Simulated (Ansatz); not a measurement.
Two members of one family (Same ligands, another metal), computed with Ansatz in the gas phase; def2 core potentials for Nb, W, no spin–orbit coupling. The two geometries come from different levels. HOMO and LUMO are taken over both spins. The spins of the ions were chosen, not always searched. A dash marks a value that wasn't run or was left out as unsound. The structures are stationary points that may keep the symmetry of their start.

First: [WOCl4]- (doublet, charge -1, PBE-D4/def2-SVPD geometry; oxidised ion singlet).

```xyz
6

W     0.046    0.085    0.104
O     0.600    1.104    1.350
Cl    0.028    1.435   -1.867
Cl   -2.332    0.331    0.088
Cl   -0.353   -2.034    1.135
Cl    2.011   -0.921   -0.809
```

```csv
level,HOMO (eV),vertical IE (eV)
PBE-D4/def2-TZVPD,-0.83,3.45
BLYP-D4/def2-TZVPD,-0.70,3.34
r2SCAN-D4/def2-TZVPD,-1.28,–
PBE0-D4/def2-SVPD,-2.63,–
PBE0-D4/def2-TZVPD,-2.44,4.03
```

Metal–donor distances: 1 × O 1.70 Å, 4 × Cl 2.39 Å.

Second: [NbOCl4]- (singlet, charge -1, B3LYP-D4/def2-SVPD geometry).

```xyz
6

Nb    0.0813    0.0383    0.0634
O     1.3329    0.6329    1.0396
Cl   -1.8854    0.2182    1.4550
Cl    0.0308   -2.3273    0.5451
Cl    1.1791   -0.5532   -2.0053
Cl   -0.7387    1.9911   -1.0979
```

Problem. What does the change do? Estimate second minus first.

Solution. 
```json
{"level": "PBE-D4/def2-TZVPD", "Δ HOMO (eV)": "-2.05", "Δ vertical IE (eV)": "1.92"}
{"level": "BLYP-D4/def2-TZVPD", "Δ HOMO (eV)": "-2.02", "Δ vertical IE (eV)": "–"}
{"level": "r2SCAN-D4/def2-TZVPD", "Δ HOMO (eV)": "-1.91", "Δ vertical IE (eV)": "–"}
{"level": "PBE0-D4/def2-SVPD", "Δ HOMO (eV)": "-1.64", "Δ vertical IE (eV)": "–"}
{"level": "PBE0-D4/def2-TZVPD", "Δ HOMO (eV)": "-1.76", "Δ vertical IE (eV)": "1.92"}
```

Metal–donor distances: 1 × O 1.69 Å, 4 × Cl 2.42 Å.
